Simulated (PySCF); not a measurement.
## Converging CBr⁺ in the basis (PBE0)

PySCF, UKS reference; singlet, unpaired electrons none; De to C⁺ + Br without counterpoise correction.

```json
{"basis": "cc-pVDZ/cc-pVDZ-PP", "relativity": "scalar-relativistic core potentials", "functions": "37", "Re (Å)": "1.700", "ωe (cm⁻¹)": "1001", "De (eV)": "6.23", "μ (D)": "-0.40"}
{"basis": "cc-pVTZ/cc-pVTZ-PP", "relativity": "scalar-relativistic core potentials", "functions": "69", "Re (Å)": "1.694", "ωe (cm⁻¹)": "992", "De (eV)": "6.31", "μ (D)": "-0.36"}
{"basis": "def2-TZVPPD", "relativity": "no relativity", "functions": "94", "Re (Å)": "1.695", "ωe (cm⁻¹)": "996", "De (eV)": "6.33", "μ (D)": "-0.37"}
```

(1) How does each smaller set differ from the one with most functions, def2-TZVPPD?

A positive dipole points towards Br; it is taken about the centre of mass and depends on that origin. For an ion De counts to the pair picked by the measured ionisation energies or electron affinities, which need not be the lowest pair at this level.

## Answers

(1) cc-pVDZ/cc-pVDZ-PP: +0.5 pm, +0.5 % in ωe, -0.10 eV in De; cc-pVTZ/cc-pVTZ-PP: -0.1 pm, -0.4 % in ωe, -0.02 eV in De. All at PBE0; the set with most functions is neither the basis-set limit nor always the best. The rows treat relativity differently, so the differences are not basis effects alone.
